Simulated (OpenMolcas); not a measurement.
Zr2+: effect of the active space

```json
{
  "Program": "OpenMolcas 26.06",
  "Method": "CASSCF or its RAS form",
  "Basis": "ANO-RCC-VQZP",
  "Scalar Hamiltonian": "DKH2, point nucleus",
  "Spin-orbit coupling": "RASSI with atomic mean-field integrals over the reference wave functions, term energies averaged over their components"
}
```

A. 2 electrons in 5 orbitals (4d); 2S+1 = 3 even, 10 roots; 2S+1 = 1 even, 15 roots; cost roughly 7 core-seconds
B. 2 electrons in 6 orbitals (4d 5s); 2S+1 = 3 even, 15 roots; 2S+1 = 1 even, 21 roots kept (CI in the orbitals of an earlier block); cost of the order of 13 core-seconds
C. 8 electrons in 8 orbitals (RAS1 4p, at most 2 holes; RAS2 4d); 2S+1 = 3 even, 10 roots; 2S+1 = 1 even, 15 roots; cost about 19 core-seconds
D. 2 electrons in 10 orbitals (4d 5d); 2S+1 = 3 even, 10 roots; 2S+1 = 1 even, 15 roots; cost roughly 14 core-seconds

Energies in cm⁻¹ above 4d² ³F₂, the measured ground level; measured values from Moore, Atomic Energy Levels, vol. II, NSRDS-NBS 35 (1971 reprint of NBS Circular 467, 1952); NIST levels as listed in Rynkun, Gaigalas and Jonsson, Astron. Astrophys. 637, A10 (2020).

```
  Level      A      B      C      D  Measured
4d² ³F₂    0.0    0.0    0.0    0.0       0.0
4d² ³F₃    674    692    752    680       681
4d² ³F₄   1500   1527   1661   1511      1486
4d² ¹D₂   9162   7207   8749   8928      5742
4d² ³P₀  10240  10317   9950  10027      8062
4d² ³P₁  10496  10579  10238  10279      8326
4d² ³P₂  11122  11091  10917  10896      8838
4d² ¹G₄  13837  14053  14522  13477     11049
4d² ¹S₀  32969  30997  30540  31463     23979
```

Deviations, from unrounded energies. A percentage is the sum of absolute deviations over the sum of measured energies, with the sign that they share, or ± where signs differ.

```csv
Against measurement,Levels,A,B,C,D
mean absolute deviation (cm-1),8,2700,2300,2400,2400
fine structure of the ground term (%),2,±0.9,+2.4,+11.3,±1.2
other terms of the ground configuration (%),6,+33.1,+27.7,+28.7,+28.9
```

B, C, D lie about equally close to measurement and A furthest from it. The largest miss of B in the table is 4d² ¹S₀, by +7000 cm-1. The ranking rests on the paired levels alone, and a cruder setting can come out closer through cancelling errors.

Among A to D the level of the table that moves most is 4d² ¹S₀, by 2400 cm-1 (lowest in C, highest in A).

Without dynamic correlation excited terms often stand tens of per cent too high (terms of higher spin than the ground term too low), and those without a measured partner can miss by more than the paired ones. Levels of configurations with an s electron are missing; early in the row they begin among the upper levels of the d shell and mix with terms of their name (holds for A). Some levels mix across a computed gap that differs much from the measured one, so their mixing is not that of the real levels (holds for A; C; D). Terms from blocks run as CI alone lack orbitals of their own (holds for B). Active for correlation alone: 4p; no level in the range computed is led by a configuration that opens it, so any true level of that kind is missing (holds for C). Active for correlation alone: 5d; no level in the range computed is led by a configuration that fills it, so any true level of that kind is missing (holds for D). Computed and measured levels are paired by configuration, term and J; levels that our copy of the source lacks, or whose pairing is in doubt (as where it misses far off the trend of its configuration), stay unpaired and out of the deviations. Levels of configurations outside the active space are missing. The table leaves out levels that lie high or whose names do not pair safely across all columns.
